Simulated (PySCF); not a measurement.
C4H4F2O.
Numbering: `[CH2:1]=[CH:2][C:3](=[O:4])[CH:5]([F:6])[F:7]` (hydrogens: H8, H9 on C1; H10 on C2; H11 on C5)

Cartesian coordinates in Å at the GFN2-xTB level; atoms count from 1:
```
atom  x, y, z in Å
C1    -1.9805    0.4627   -0.0286
C2    -0.7688   -0.0674    0.1137
C3     0.3195    0.2929   -0.7997
O4     0.2385    1.0451   -1.7371
C5     1.6665   -0.3962   -0.4697
F6     1.5255   -1.7423   -0.5345
F7     2.0348   -0.1109    0.8025
H8    -2.1735    1.1670   -0.8225
H9    -2.7966    0.2163    0.6282
H10   -0.5338   -0.7736    0.8962
H11    2.4739   -0.0909   -1.1500
```

Computed with PBE0/def2-SVPD in PySCF (dipole) on a GFN2-xTB geometry, gas phase.

Take the most abundant isotopes and a rigid rotor. The values belong to one conformer with, in the numbering `[CH2:1]=[CH:2][C:3](=[O:4])[CH:5]([F:6])[F:7]`, C1–C2–C3–O4 -1°, C2–C3–C5–F6 60°.

Question: What are A, B and C (cm⁻¹)?

Answer: Ia = 117.51, Ib = 273.07, Ic = 301.29 u·Å²; 505379 MHz·u·Å²/I gives 4301, 1851 and 1677 MHz, that is A = 0.14345, B = 0.06173, C = 0.05595 cm⁻¹.

Question: Classify the top.

Answer: An asymmetric top; Ray's κ = -0.868.

Question: Is it planar, by Δ = Ic − Ia − Ib?

Answer: Not planar: Δ = Ic − Ia − Ib = -89.29 u·Å². For a rigid frame Δ = −2 Σ m c², so Σ m c² = 44.64 u·Å² lies off the ab plane: 0.03 from hydrogen and 44.62 from heavier atoms. The atom farthest from that plane is 1.10 Å away.

Question: Which lines would a microwave search look for?

Answer: The dipole components are |μa| = 1.07 D, |μb| = 1.30 D, |μc| = 0.01 D. Intensities carry the squares of the components, which stand as 0.68 : 1.00 : 0.00 (a : b : c). Some lines, for components of 0.1 D or more:

```
type  branch         J(Ka,Kc)    MHz  lower level (cm⁻¹)
   a       Q  2(1,1) ← 2(1,2)    520               0.429
   a       R  1(0,1) ← 0(0,0)   3528               0.000
   b       R  2(0,2) ← 1(1,1)   4597               0.199
   a       R  2(1,2) ← 1(1,1)   6883               0.199
   b       R  3(0,3) ← 2(1,2)   8264               0.429
   b       Q  4(2,3) ← 4(1,4)   8492               1.232
   a       R  3(1,3) ← 2(1,2)  10319               0.429
   a       R  3(2,2) ← 2(2,1)  10584               0.692
   b       R  4(0,4) ← 3(1,3)  11970               0.773
   b       Q  4(3,1) ← 4(2,2)  12583               1.519
   b       Q  3(3,1) ← 3(2,2)  12688               1.045
   a       R  4(2,3) ← 3(2,2)  14106               1.045
   a       R  4(2,2) ← 3(2,1)  14193               1.046
   a       R  4(1,3) ← 3(1,2)  14441               0.808
   b       R  2(2,1) ← 1(1,0)  14579               0.205
   b       R  2(2,0) ← 1(1,1)  14762               0.199
   b       Q  4(4,1) ← 4(3,2)  17741               1.939
   b       R  3(3,1) ← 2(2,0)  23264               0.692
   b       R  3(3,0) ← 2(2,1)  23273               0.692
```

GFN2-xTB frequencies: not computed here. No vibrational averaging or centrifugal distortion is included, and the geometry carries the error of its method.
